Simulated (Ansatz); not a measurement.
A nudged elastic band was laid between two geometries of Cl₂H₂Sn (5 atoms, charge 0, multiplicity 1).

All numbers below come from RKS PBE-D4/def2-SVP in Ansatz 0.2.0.

```json
{"movable images": "7", "climbing image": "yes", "spring": "5.0 eV/Å²", "optimiser": "quadratic models (default)", "start path": "through a guess of the saddle point", "force threshold": "0.05 eV/Å", "iteration limit": "60", "end points": "relaxed"}
```

Image 0:

```xyz
5
Properties=species:S:1:pos:R:3
Sn 0.359 0.038 0.083
Cl 0.718 -0.016 2.420
H 1.904 -0.078 -0.668
H -0.632 1.398 -0.273
Cl -0.872 -1.890 -0.517
```

Image 8:

```xyz
5
Properties=species:S:1:pos:R:3
Sn 0.504 0.841 -0.854
Cl 1.399 -0.081 1.671
H 0.738 -1.060 0.938
H -1.025 1.371 -0.050
Cl -0.139 -1.618 -0.660
```

Q: Which bonds break or form, and what moves?

A: Bonds broken: Sn1–H3. Bonds formed: Cl2–H3.

Q: Give the energies along the band, and the barrier.

A: It converged. The highest image is number 3 of 0 to 8, 34.9 kcal/mol above the first end and 23.8 kcal/mol above the last; the last end lies 11.1 kcal/mol above the first. A vibrational analysis at the climbing image gives one clearly imaginary mode, 841i cm⁻¹: a first-order saddle point. The orbitals stay closed-shell, which can raise the energy where a bond breaks towards radicals; this wasn't checked here.

```tsv
image	path coordinate (Å)	energy (kcal/mol)	Sn1–H3 (Å)	Cl2–H3 (Å)
0	0.00	0.0	1.72	3.31
1	0.47	5.1	1.71	2.84
2	0.93	22.1	1.70	2.31
3	1.40	34.9	1.80	1.82
4	2.10	20.1	2.51	1.32
5	2.81	17.1	3.28	1.30
6	3.51	16.5	3.32	1.30
7	4.22	14.1	3.05	1.31
8	4.93	11.1	2.62	1.39
```

Q: What is the geometry of the highest image?

A: 
```xyz
5
Properties=species:S:1:pos:R:3:forces:R:3
Sn 0.281 0.079 -0.415 0.00 0.00 0.00
Cl 1.255 -0.022 2.043 0.00 0.00 0.00
H 1.902 -0.087 0.341 0.00 0.00 0.00
H -0.899 1.360 -0.290 0.00 0.00 0.00
Cl -1.062 -1.877 -0.634 0.00 0.00 0.00
```

Q: What are the harmonic wavenumbers there?

A: 841i, 84, 276, 356, 438, 472, 585, 1558, 1780 cm⁻¹.

Run time: 91 s on 2 threads of Arm Neoverse V2 (shared host), peak memory 0.14 GiB.
